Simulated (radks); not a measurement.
The tin ion Sn35+, configuration [Ne] 3s2 3p3. Calculated with a radial shooting solver on a logarithmic mesh with Libxc functionals: scalar-relativistic Kohn-Sham, r2SCAN, spin-polarised, spherical densities, finite nucleus; open shells are filled with parallel spins first (spin-orbit coupling, left out, can overturn this in heavy ions); meta-GGA in the generalised Kohn-Sham scheme; Fermi nuclear charge, rms radius 4.6519 fm.

Unscreened Slater integrals over Kohn-Sham orbitals (cm^-1). They are taken over the spin-up orbitals. Empty in this configuration: 3d.

\begin{tabular}{lr}
integral & value \\ \hline
F0(3p,3p) & 670380 \\
F2(3p,3p) & 337710 \\
F0(3p,3s) & 658990 \\
G1(3p,3s) & 426700 \\
F0(3p,2p) & 886360 \\
F2(3p,2p) & 225430 \\
G0(3p,2p) & 89812 \\
G2(3p,2p) & 98950 \\
F0(3p,2s) & 859890 \\
G1(3p,2s) & 71267 \\
F0(3p,3d) & 703470 \\
F2(3p,3d) & 339200 \\
G1(3p,3d) & 357420 \\
G3(3p,3d) & 241150 \\
F0(3s,3s) & 649880 \\
F0(3s,2p) & 851090 \\
G1(3s,2p) & 87990 \\
F0(3s,2s) & 832870 \\
G0(3s,2s) & 70402 \\
F0(3s,3d) & 690800 \\
G2(3s,3d) & 267850 \\
F0(2p,2p) & 1853200 \\
F2(2p,2p) & 880910 \\
F0(2p,2s) & 1699800 \\
G1(2p,2s) & 964960 \\
F0(2p,3d) & 960390 \\
F2(2p,3d) & 292710 \\
G1(2p,3d) & 274230 \\
G3(2p,3d) & 158200 \\
F0(2s,2s) & 1603000 \\
F0(2s,3d) & 947960 \\
G2(2s,3d) & 255260 \\
F0(3d,3d) & 760510 \\
F2(3d,3d) & 394730 \\
F4(3d,3d) & 255780 \\
\end{tabular}

Derived for the open shells (J is the average intra-shell exchange parameter used in DFT+U). 3p: J = F2/5 = 67540 cm^-1.
